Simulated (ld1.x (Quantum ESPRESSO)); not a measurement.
# Reading a pseudo-wave (chlorine)

Columns: radius, all-electron u(r) and pseudo u(r) of the 3s shell (level -20.69 eV) of chlorine in the configuration [Ne] 3s2 3p5; LDA (PZ), scalar-relativistic, TM scheme, ld1.x (Quantum ESPRESSO) 7.5.

```csv
r (bohr),all-electron,pseudo
0.057,0.2298,0.0251
0.115,0.0264,0.0511
0.172,-0.2124,0.0777
0.230,-0.3753,0.1065
0.288,-0.4391,0.1374
0.345,-0.4205,0.1707
0.402,-0.3440,0.2073
0.460,-0.2286,0.2485
0.518,-0.0931,0.2944
0.575,0.0468,0.3442
0.632,0.1843,0.3987
0.690,0.3158,0.4587
0.747,0.4329,0.5209
0.805,0.5378,0.5860
0.862,0.6262,0.6492
0.920,0.7011,0.7099
0.977,0.7605,0.7630
1.035,0.8075,0.8079
1.092,0.8416,0.8416
1.150,0.8653,0.8653
1.208,0.8792,0.8792
1.265,0.8845,0.8845
1.322,0.8828,0.8828
1.380,0.8747,0.8747
1.438,0.8616,0.8616
1.495,0.8445,0.8445
```

(1) How many radial nodes do the two functions have?

(2) At about which radius was the pseudo-wave matched?

(3) Is the pseudo-wave norm-conserving?

Results:

(1) The all-electron 3s function has n − l − 1 = 2; the pseudo-wave has 0, since the states of the same l below it are removed with the core.

(2) 1.15 bohr. The columns agree to 0.0005 from 1.03 bohr on; several derivatives are matched, so the curves merge somewhat inside the radius.

(3) Yes: the TM scheme keeps the norm inside the radius equal to the all-electron one, which fixes the energy derivative of the logarithmic derivative at the level.
